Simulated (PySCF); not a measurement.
C2H8AlNS, SMILES C[N](C)[AlH][SH]. Atoms are numbered in the order given.

```xyz
13

Al    -0.8558    -0.3508     0.0000
H     -2.4341    -0.3646     0.0000
N      0.0498     1.1763     0.0000
C      1.4977     1.2567     0.0000
C     -0.5915     2.4766     0.0000
H      1.8778     1.7926     0.8920
H      1.8778     1.7926    -0.8920
H      1.9478     0.2510     0.0000
H     -0.3123     3.0724    -0.8915
H     -0.3123     3.0724     0.8915
H     -1.6889     2.3725     0.0000
S      0.3216    -2.1918     0.0000
H     -0.7608    -2.9946     0.0000
```

Coordinates come from a ωB97X-D3(BJ)/def2-SVP optimisation. The structure was generated by enumeration; whether it is a known compound was not checked. Other conformers were not sampled.

These are PySCF 2.14.0 with TDA-PBE/def2-SVPD values and carry that method's errors.

Vertical excitations. The molecule is in vacuum. State labels are in the subgroup Cs.

### Question
Give excitation energies, oscillator strengths and character. (An estimate is asked for; the answer gives what the named calculation found.)

### Answer

| state | symmetry | energy (eV) | λ (nm) | f | main pairs |
|---|---|---|---|---|---|
| S1 | A" | 4.55 | 272 | 0.000 | HOMO→LUMO+1 99 % |
| S2 | A' | 4.73 | 262 | 0.170 | HOMO→LUMO 95 % |
| S3 | A" | 5.00 | 248 | 0.004 | HOMO→LUMO+2 99 % |
| S4 | A" | 5.21 | 238 | 0.001 | HOMO→LUMO+3 100 % |
| S5 | A' | 5.73 | 216 | 0.035 | HOMO−1→LUMO 92 % |
| S6 | A" | 5.89 | 211 | 0.053 | HOMO−1→LUMO+1 90 % |
| S7 | A" | 5.99 | 207 | 0.045 | HOMO→LUMO+4 75 %, HOMO→LUMO+5 16 % |
| S8 | A" | 5.99 | 207 | 0.000 | HOMO→LUMO+5 84 %, HOMO→LUMO+4 15 % |
| S9 | A" | 6.21 | 200 | 0.016 | HOMO−2→LUMO 95 % |
| S10 | A" | 6.32 | 196 | 0.019 | HOMO−1→LUMO+2 93 % |
| T1 | A' | 3.76 | 330 | 0 | HOMO→LUMO 99 % |
| T2 | A" | 4.41 | 281 | 0 | HOMO→LUMO+1 97 % |
| T3 | A" | 4.85 | 256 | 0 | HOMO→LUMO+2 95 % |
| T4 | A' | 4.99 | 248 | 0 | HOMO−1→LUMO 98 % |
Triplets are in the Tamm–Dancoff approximation.
